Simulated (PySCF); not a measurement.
SMILES CCC(C)C, GFN2-xTB optimised geometry.

```
17

C      1.36     0.46    -1.28
C      0.75    -0.09     0.00
C     -0.79    -0.09     0.00
C     -1.35     1.33     0.00
C     -1.31    -0.86     1.22
H      1.13     1.51    -1.41
H      2.44     0.35    -1.26
H      0.98    -0.08    -2.15
H      1.10     0.49     0.85
H      1.09    -1.12     0.14
H     -1.13    -0.60    -0.91
H     -1.06     1.87    -0.90
H     -0.99     1.88     0.87
H     -2.44     1.30     0.04
H     -0.98    -0.37     2.13
H     -0.94    -1.88     1.21
H     -2.39    -0.88     1.22
```

Density from PySCF with PBE/def2-SVP at that geometry.

Minimum of the electron density along straight lines between bonded atoms, close to the bond critical point (lines longer than 1.1 times the sum of covalent radii, or with two minima, are not listed):

```csv
bond,length / Å,ρ at the minimum / e bohr⁻³,∇²ρ there / e bohr⁻⁵,position (fraction from the first atom)
C1–C2,1.524,0.241,-0.52,0.50
C2–C3,1.533,0.241,-0.52,0.50
C3–C4,1.527,0.241,-0.53,0.50
C3–C5,1.528,0.241,-0.52,0.50
C1–H6,1.087,0.275,-0.99,0.63
C1–H7,1.088,0.274,-0.98,0.63
C1–H8,1.088,0.274,-0.98,0.63
C2–H9,1.093,0.273,-0.97,0.62
C2–H10,1.093,0.273,-0.97,0.62
C3–H11,1.096,0.272,-0.95,0.62
C4–H12,1.087,0.275,-0.99,0.63
C4–H13,1.088,0.273,-0.98,0.63
C4–H14,1.088,0.274,-0.98,0.63
C5–H15,1.088,0.273,-0.98,0.63
C5–H16,1.088,0.274,-0.98,0.63
C5–H17,1.088,0.274,-0.98,0.63
```
